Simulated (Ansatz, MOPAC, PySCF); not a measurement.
Spectroscopic constants of BeCl-, closed-shell singlet (lowest of 2S+1 = 1, 3 at CCSD(T)/def2-TZVPP on PBE0 minima; our sources give no spin for the ground state, which may be another).

Seven points along R, fitted to fifth degree in 1/R; most abundant isotopes. Runs in def2 and cc sets follow the lowest solution found near the PBE0 minimum. The singlet is held restricted. HF and MP2 rows in def2 and cc sets belong to the determinant that coupled cluster picked by its CCSD energy.

Run with Ansatz (Gaussian orbitals); MOPAC for AM1 (differences of heats of formation); PySCF for 6-31G* rows. Each number belongs to the level named beside it.

```tsv
level	r_e (Å)	ω_e (cm⁻¹)	B_e (cm⁻¹)	ω_e x_e (cm⁻¹)
AM1	1.892	525	0.657	1.7
HF/aug-cc-pV(T+d)Z	1.938	579	0.627	8.8
HF/def2-TZVPP	1.962	554	0.611	8.2
HF/aug-cc-pV(Q+d)Z	1.933	581	0.629	8.7
HF/aug-cc-pV(5+d)Z	1.933	582	0.630	8.7
SVWN5/def2-TZVPP	1.920	585	0.638	7.3
PBE/def2-TZVPP	1.953	549	0.617	7.2
BP86/6-31G*	2.058	448	0.555	6.0
r2SCAN/def2-TZVPP	1.951	558	0.618	7.2
B97M-V/def2-TZVPP	1.934	584	0.629	7.7
B3LYP/def2-TZVPP	1.949	552	0.619	7.6
PBE0/def2-TZVPP	1.946	561	0.621	7.5
BHLYP/def2-TZVPP	1.941	566	0.625	7.9
CAM-B3LYP/def2-TZVPP	1.939	566	0.626	7.7
B2PLYP/def2-TZVPP	1.948	560	0.620	7.6
MP2/6-31G*	1.985	532	0.597	7.9
MP2/aug-cc-pV(Q+d)Z	1.921	593	0.638	8.2
MP2/aug-cc-pV(5+d)Z	1.920	593	0.638	8.2
SCS-MP2/aug-cc-pV(T+d)Z	1.934	584	0.629	8.3
SCS-MP2/def2-TZVPP	1.960	554	0.612	7.4
SCS-MP2/aug-cc-pV(Q+d)Z	1.926	586	0.634	8.3
SCS-MP2/def2-QZVPP	1.944	567	0.623	7.9
SCS-MP2/aug-cc-pV(5+d)Z	1.926	585	0.635	8.2
CCSD/def2-TZVPP	1.970	543	0.606	7.4
CCSD/aug-cc-pV(Q+d)Z	1.936	571	0.628	8.3
CCSD/def2-QZVPP	1.949	561	0.619	8.0
CCSD(T)/def2-TZVPP	1.969	546	0.607	7.2
CCSD(T)/aug-cc-pV(Q+d)Z	1.936	572	0.628	8.2
CCSD(T)/aug-cc-pV(5+d)Z	1.934	573	0.629	8.1
CCSD(T)/CBS(aug-cc-pV(Q+d)Z, aug-cc-pV(5+d)Z)	1.933	572	0.629	8.1
```

Correlated levels freeze the inner cores; with def2 sets outer-core shells near the valence are correlated too. CBS(a, b) extrapolates the correlation energy as X⁻³ and adds the Hartree–Fock energy of set b. Rows in 6-31G* carry no dispersion term and start afresh at each structure (6-31G* with six Cartesian d functions). MP2/6-31G* freezes PySCF's default core, which is smaller on s-block atoms. The state that AM1 reach isn't checked.

Doubts at one or more of the structures used: a restricted determinant that unrestricted orbitals would lower (HF/aug-cc-pV(T+d)Z, HF/def2-TZVPP, HF/aug-cc-pV(Q+d)Z, HF/aug-cc-pV(5+d)Z, MP2/aug-cc-pV(Q+d)Z, MP2/aug-cc-pV(5+d)Z, SCS-MP2/aug-cc-pV(T+d)Z, SCS-MP2/def2-TZVPP, SCS-MP2/aug-cc-pV(Q+d)Z, SCS-MP2/def2-QZVPP, SCS-MP2/aug-cc-pV(5+d)Z, CCSD/def2-TZVPP, CCSD/aug-cc-pV(Q+d)Z, CCSD/def2-QZVPP, CCSD(T)/def2-TZVPP, CCSD(T)/aug-cc-pV(Q+d)Z, CCSD(T)/aug-cc-pV(5+d)Z, CCSD(T)/CBS(aug-cc-pV(Q+d)Z, aug-cc-pV(5+d)Z)).

Ansatz is a quantum-chemistry and plane-wave program.
